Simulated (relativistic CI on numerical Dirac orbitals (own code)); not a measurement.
## Fe⁶⁺ (3d2) in a crystal field

Calculated by Dirac-Coulomb-Breit CI, separate exchange-only KLI orbitals for each configuration, model QED (radiative potential, 1s self-energy scaled to tabulated hydrogen-like ionisation energies), valence Slater integrals scaled by 0.8, one configuration in a parametric crystal field (own radial code).

Field parameters in Wybourne normalisation: D4h B²₀ = −7Ds, B⁴₀ = 21(Dq − Dt), B⁴₄ = 21√(5/14) Dq. The field is a parameter set, without covalency.

S is read from ⟨S²⟩ = S(S + 1).

Levels (cm⁻¹, degeneracy): 0 (1), 26 (1), 306 (2), 501 (1), 863 (1), 1711 (2), 1889 (1), 18054 (1), 18180 (2), 19352 (1), 19712 (1), 30567 (1).

Task: Which field gives this pattern?
A. D4h, 10Dq = 33250, Ds = 550, Dt = 80 cm⁻¹
B. D4h, 10Dq = 33250, Ds = -1090, Dt = 80 cm⁻¹
C. D4h, 10Dq = 33250, Ds = 2590, Dt = 80 cm⁻¹
D. D4h, 10Dq = 33250, Ds = -270, Dt = 80 cm⁻¹

Result: D. D4h, 10Dq = 33250, Ds = -270, Dt = 80 cm⁻¹, ground level with S = 1.00.
